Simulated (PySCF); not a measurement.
# P(11+) (phosphorus, charge +11): Hartree-Fock from Schrödinger to Dirac-Coulomb-Breit

Occupied: 1s1/2, 2s1/2. Hartree-Fock calculated with PySCF 2.14 in an uncontracted even-tempered set (20 s from 0.53 bohr⁻², ratio 2.3; 13 p from 0.63 bohr⁻², ratio 2.3), Gaussian nucleus throughout. NR is non-relativistic, sf-X2C the spin-free one-electron X2C Hamiltonian, X2C adds the bare one-electron spin-orbit term, X2C-SNSO screens it by Boettger's factors, DC is four-component Dirac-Coulomb, and the Gaunt and Breit terms are added at first order (total energies over the DC spinors, levels after relaxing the spinors in that mean field). QED terms are absent. Levels marked empty are virtual spinors of this ion.

```json
{"Hamiltonian": "NR", "E (hartree)": "-258.4997", "E − E(DC) (hartree)": "0.7834", "CPU seconds": "0.46"}
{"Hamiltonian": "sf-X2C", "E (hartree)": "-259.2586", "E − E(DC) (hartree)": "0.0246", "CPU seconds": "0.26"}
{"Hamiltonian": "X2C", "E (hartree)": "-259.2586", "E − E(DC) (hartree)": "0.0246", "CPU seconds": "0.26"}
{"Hamiltonian": "X2C-SNSO", "E (hartree)": "-259.2586", "E − E(DC) (hartree)": "0.0246", "CPU seconds": "0.26"}
{"Hamiltonian": "DC", "E (hartree)": "-259.2831", "E − E(DC) (hartree)": "0.0000", "CPU seconds": "4.6"}
{"Hamiltonian": "DC+Gaunt", "E (hartree)": "-259.2329", "E − E(DC) (hartree)": "0.0503", "CPU seconds": "8.4"}
{"Hamiltonian": "DC+Breit", "E (hartree)": "-259.2337", "E − E(DC) (hartree)": "0.0494", "CPU seconds": "74"}
```

Q: Give the 2p spin-orbit interval with each Hamiltonian that has one.

A: X2C 1.483; X2C-SNSO 1.285; DC 1.305; DC+Gaunt 1.227; DC+Breit 1.227 (eV).

```
   level (eV)       NR   sf-X2C      X2C  X2C-SNSO       DC  DC+Gaunt  DC+Breit
        1s1/2  -2664.5  -2671.3  -2671.3   -2671.3  -2671.9   -2670.7   -2670.8
        2s1/2  -554.31  -556.13  -556.13   -556.13  -556.18   -556.07   -556.08
2p1/2 (empty)  -478.15  -478.59  -479.59   -479.45  -479.48   -479.29   -479.32
2p3/2 (empty)  -478.15  -478.59  -478.10   -478.17  -478.17   -478.07   -478.09
3s1/2 (empty)  -208.21  -208.73  -208.73   -208.73  -208.74   -208.71   -208.71
```

Weight of the small component: 1s1/2 0.00287, 2s1/2 0.000578, 2p1/2 0.000542, 2p3/2 0.000540, 3s1/2 0.000209.

Koopmans' value for the highest occupied level at DC+Breit: 556.08 eV, against an ionisation energy of 560.62 ± 0.1 eV (semi-empirical (NIST evaluation); NIST Atomic Spectra Database, ionization energies); the former lacks relaxation, correlation, QED and recoil.

The whole ladder took 90 s of wall time on 1 thread of Neoverse-N1 (shared host), launched as `OMP_NUM_THREADS=1 python relrun2.py TASK.json OUT` (a driver that calls PySCF for each Hamiltonian).
